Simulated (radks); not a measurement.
The numbers below are computed, except where a source is named.
Spherical quantum dot in the effective-mass picture: electrons in a hard-walled sphere of radius 3.74, all in effective atomic units (hartree* = m*/eps^2 hartree, bohr* = eps/m* bohr), one dielectric constant everywhere. Level of theory: non-relativistic Kohn-Sham, LDA (Slater exchange, Perdew-Wang correlation), spin-polarised, spherical densities (a radial shooting solver with Libxc functionals). Levels are named by radial order and angular momentum (1s, 1p, 1d, 2s, ...), and open shells are averaged over m. Results are scaled to m* = 0.03 and eps = 14, for which hartree* = 4.165 meV and bohr* = 24.69 nm. Each electron was tried in the lowest free levels, single moves between levels near the top were tried too, and the lowest total energy was kept; such a search can miss a lower state. At N = 1 the Hartree and exchange-correlation terms need not cancel, so that row can carry a self-interaction error.

N	open shells	2S	E (meV)	mu = E(N) - E(N-1) (meV)	addition energy mu(N+1) - mu(N) (meV)	e(HOMO) (meV)	rms radius (nm)
1	1s(up 1, down 0)	1	1.51793	1.5179	1.737	2.2037	49.60
2	none	0	4.77252	3.2546	2.730	3.9596	51.75
3	1p(up 1, down 0)	1	10.7575	5.9850	1.384	6.6691	55.01
4	1p(up 2, down 0)	2	18.1269	7.3694	1.414	8.0741	56.85
5	1p(up 3, down 0)	3	26.9108	8.7839	1.781	9.4950	58.12
6	1p(up 3, down 1)	2	37.4756	10.565	1.356	11.237	59.15
7	1p(up 3, down 2)	1	49.3968	11.921	1.380	12.609	59.98
8	none	0	62.6976	13.301	2.943	13.994	60.68
9	1d(up 1, down 0)	1	78.9419	16.244	1.342	16.914	61.55
10	1d(up 2, down 0)	2	96.5277	17.586	1.347	18.259	62.27
11	1d(up 3, down 0)	3	115.461	18.933	1.350	19.608	62.90
12	1d(up 4, down 0)	4	135.744	20.283	1.352	20.959	63.44
13	1d(up 5, down 0)	5	157.379	21.635	1.700	22.311	63.92
14	1d(up 5, down 1)	4	180.714	23.335	1.321	23.995	64.36
15	1d(up 5, down 2)	3	205.370	24.656	1.326	25.319	64.76
16	1d(up 5, down 3)	2	231.353	25.983	1.330	26.647	65.12
17	1d(up 5, down 4)	1	258.666	27.312	1.332	27.978	65.46
18	none	0	287.310	28.644	3.206	29.311	65.77
19	1f(up 1, down 0)	1	319.160	31.850	1.308	32.504	66.13
20	1f(up 2, down 0)	2	352.318	33.158	1.310	33.813	66.46
21	1f(up 3, down 0)	3	386.786	34.468	1.311	35.124	66.77
22	1f(up 4, down 0)	4	422.566	35.779	1.311	36.435	67.05
23	1f(up 5, down 0)	5	459.656	37.090	1.312	37.746	67.32
24	1f(up 6, down 0)	6	498.058	38.402	1.312	39.058	67.57
25	1f(up 7, down 0)	7	537.771	39.714	1.646	40.369	67.80
26	1f(up 7, down 1)	6	579.131	41.360	1.295	42.007	68.02
27	1f(up 7, down 2)	5	621.786	42.654	1.296	43.302	68.24
28	1f(up 7, down 3)	4	665.736	43.951	-	44.599	68.44

All shells are closed at N = 2, 8, 18 (there: 1s2 1p6 1d10); the second difference of the energy has clear peaks (12 % above both neighbours; the first and last values, which can be the largest, are not judged, and half-filled shells can peak too) at N = 2, 5, 8, 13, 18, 25.
